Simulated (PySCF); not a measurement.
Isomers of C5H6FN, one GFN2-xTB conformer each. Single-point energies are computed at PBE0/pcSseg-1 (PySCF, gas phase, no added dispersion term), electronic only.

```tsv
SMILES	GFN2-xTB relative energy (kcal/mol)
C=C(CF)CC#N	0.0
[H]/N=C\C(=C)C(=C)F	14.1
```

Conformers: `[CH2:1]=[C:2]([CH2:3][F:4])[CH2:5][C:6]#[N:7]` with C1–C2–C3–F4 124°, C1–C2–C5–C6 108°; `[H]/[N:7]=[CH:6]\[C:4]([C:2](=[CH2:1])[F:3])=[CH2:5]` with C1–C2–C4–C5 -153°, C2–C4–C6–N7 23°.

What does PBE0/pcSseg-1 give for the same structures?

| SMILES | PBE0/pcSseg-1 E (Eh) | PBE0/pcSseg-1 (kcal/mol) | GFN2-xTB (kcal/mol) | point group |
| --- | --- | --- | --- | --- |
| C=C(CF)CC#N | -348.25884 | 0.0 | 0.0 | C1 |
| [H]/N=C\C(=C)C(=C)F | -348.23713 | 13.6 | 14.1 | C1 |

Both levels put the same isomer lowest. As drawn, the lower has a C≡N group, which the higher lacks; the higher has a C=N bond and an N–H bond, which the lower lacks.

Which frontier levels, dipoles and rotational constants go with these structures?

| SMILES | HOMO (eV, PBE0/pcSseg-1) | LUMO (eV) | dipole (D) | A, B, C (MHz) |
| --- | --- | --- | --- | --- |
| C=C(CF)CC#N | -8.47 | -0.73 | 3.57 | 3625, 1959, 1501 |
| [H]/N=C\C(=C)C(=C)F | -7.37 | -1.76 | 1.41 | 3864, 2387, 1581 |
